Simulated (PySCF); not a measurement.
Rows and methods have been separated. Pair them.

Compound: C2H8N2Si.
Atom-mapped SMILES: `[CH3:1]/[CH:2]=[N:3]/[SiH2:4][NH2:5]` (hydrogens: H6, H7, H8 on C1; H9 on C2; H10, H11 on Si4; H12, H13 on N5)

Structure used (PBE0-D3(BJ)/def2-SVP), in Å, numbered top down from 1:
```xyz
13
C2H8N2Si angstrom
C      2.502    0.090   -0.045
C      1.093   -0.372    0.136
N      0.107    0.134   -0.475
Si    -1.552   -0.414   -0.275
N     -2.658    0.824    0.190
H      3.131   -0.740   -0.410
H      2.931    0.406    0.921
H      2.542    0.923   -0.760
H      0.976   -1.213    0.863
H     -1.983   -0.930   -1.606
H     -1.610   -1.485    0.777
H     -2.622    1.184    1.138
H     -2.851    1.576   -0.463
```

The closed-shell ground state was solved 4 times with PySCF (density fitting, gas phase), always with PBE0, in these basis sets: 6-31G*, STO-3G, pcSseg-0 and pcSseg-2.

| row | total energy (Eh) | HOMO (eV) | LUMO (eV) | dipole (D) |
| --- | --- | --- | --- | --- |
| P | -479.6708 | -6.59 | -0.11 | 1.80 |
| Q | -479.7968 | -6.88 | -0.52 | 1.80 |
| R | -478.9000 | -6.59 | -0.36 | 1.82 |
| S | -473.9388 | -3.52 | 3.21 | 0.96 |

Task: Which basis belongs to which row?

Result: P = 6-31G*, Q = pcSseg-2, R = pcSseg-0, S = STO-3G. From the lowest total energy up: pcSseg-2 (299 functions) 0 eV; 6-31G* (90 functions) +3.43 eV; pcSseg-0 (65 functions) +24.41 eV; STO-3G (37 functions) +159.41 eV.

One conformer stands for the species.
